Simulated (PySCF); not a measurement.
**Magnetisability: SMILES C/C=C\C[BH2-]C#N, [C₅H₉BN]-, charge -1**

Geometry:
```tsv
atom	x (Å)	y (Å)	z (Å)
C1	-2.025	0.404	-0.876
C2	-1.767	-0.245	0.455
C3	-0.599	-0.191	1.094
C4	0.638	0.446	0.623
B5	1.651	-0.694	-0.093
C6	2.915	0.069	-0.575
N7	3.859	0.629	-0.940
H8	-1.993	1.494	-0.796
H9	-1.261	0.105	-1.593
H10	-3.002	0.120	-1.268
H11	-2.599	-0.794	0.884
H12	-0.517	-0.721	2.040
H13	0.423	1.241	-0.095
H14	1.171	0.890	1.469
H15	1.986	-1.539	0.714
H16	1.113	-1.207	-1.055
```

Total charge -1.

Computed, not measured: GIAO CAM-B3LYP/aug-pcSseg-1 magnetisability, rotational g tensor and spin-rotation constants, non-relativistic, gas phase in PySCF. Geometry: GFN2-xTB.

For an ion the centre-of-mass motion in the field is neglected.

How diamagnetic is it, and how anisotropic?

Isotropic -1190 × 10⁻³⁰ J/T², or -71.6 × 10⁻⁶ cm³/mol; principal values -1244, -1221, -1103 × 10⁻³⁰ J/T², anisotropy 131 × 10⁻³⁰ J/T² (root of half the summed squared differences of the principal values). The susceptibility is in cgs units.

Split it along the inertial axes a, b, c into diamagnetic and paramagnetic parts about the centre of mass, with the quadrupole moment.


```csv
axis,χ (10⁻⁶ cm³/mol),diamagnetic (10⁻⁶ cm³/mol),paramagnetic (10⁻⁶ cm³/mol),summed x² of all electrons (Å²),quadrupole Θ (D Å)
a,-73.5,-309.9,236.4,253.7,-30.92
b,-67.9,-1183.7,1115.8,47.7,+17.21
c,-73.5,-1278.7,1205.1,25.3,+13.71
```
Anisotropies 2χaa − χbb − χcc = -5.6 and 2χbb − χaa − χcc = +11.2 × 10⁻⁶ cm³/mol. Θ is traceless in Buckingham's convention.

And the rotational g tensor?


```
axis  rotational constant (GHz)        g  nuclear part  electronic part
   a                     6.5370  -0.0619        0.6642          -0.7261
   b                     1.1017  -0.0280        0.5495          -0.5775
   c                     1.0194  -0.0222        0.5549          -0.5771
```
Asymmetric top; isotopes 11B, 12C, 1H, 14N; no vibrational averaging.
